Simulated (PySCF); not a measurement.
Compound: C4H5BO.
Geometry (PBE0-D3(BJ)/def2-SVP, Å), atoms numbered from 1 in this order:
```
atom  x, y, z in Å
B1     2.1184   -0.0511    0.0678
C2     0.6072    0.0294    0.0256
C3    -0.3667   -0.9188   -0.2502
C4    -1.6259   -0.2873   -0.1411
C5    -1.3434    1.0149    0.1943
O6    -0.0375    1.2155    0.2956
H7     2.6405   -1.1122   -0.1772
H8     2.7822    0.9191    0.3391
H9    -0.1671   -1.9590   -0.5020
H10   -2.6130   -0.7201   -0.2874
H11   -1.9839    1.8748    0.3835
```

The closed-shell ground state was solved at several levels (PySCF, density fitting, gas phase, non-relativistic).

| level | basis functions | HOMO (eV) | LUMO (eV) | gap (eV) | dipole (D) |
| --- | --- | --- | --- | --- | --- |
| PBE0/pcSseg-1 | 127 | -7.28 | -1.94 | 5.34 | 2.39 |
| B3LYP/pcJ-1 | 212 | -7.06 | -2.11 | 4.95 | 2.47 |
| CAM-B3LYP/def2-SVPD | 163 | -8.48 | -0.90 | 7.58 | 2.30 |

(1) What might KT2/pcSseg-2 (286 basis functions) give for the same quantities?

(2) Over all these levels, which gives the widest orbital gap and which the narrowest?

(3) How far do the dipole and the HOMO energy spread over the levels?

Results:

(1) HOMO -6.29 eV, LUMO -2.78 eV, gap 3.51 eV, dipole 2.53 D.

(2) CAM-B3LYP/def2-SVPD (range-separated hybrid) has the widest, 7.58 eV, and KT2/pcSseg-2 (GGA) the narrowest, 3.51 eV. Functional and basis both differ between the two, so the spread mixes both effects.

(3) The dipole runs from 2.30 to 2.53 D (mean 2.42 D) and the HOMO from -8.48 to -6.29 eV.
